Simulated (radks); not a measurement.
Q: These are the eigenvalues of the occupied orbitals of an atom or ion with whole-number occupations (hartree). All-electron calculation, Dirac Kohn-Sham, PBE, spin-unpolarised, spherical densities, finite nucleus; Fermi nuclear charge, rms radius of each element as measured or else 0.836 A^(1/3) + 0.57 fm. Program: a radial shooting solver on a logarithmic mesh with Libxc functionals.

1s1/2: -3223.878
2s1/2: -799.6694

Which element is it, and in what charge state? The configuration may be excited. Open shells, if any, fill j = l - 1/2 first.

A: Z = 78, platinum, charge +74: Pt74+ in [He] 2s2. The 1s level, -3223.9 hartree, gives Z - s = 80.3 by -(Z - s)^2/2, which with screening and relativity narrows Z to a few neighbours, and the depths must fix Z and the occupations together.
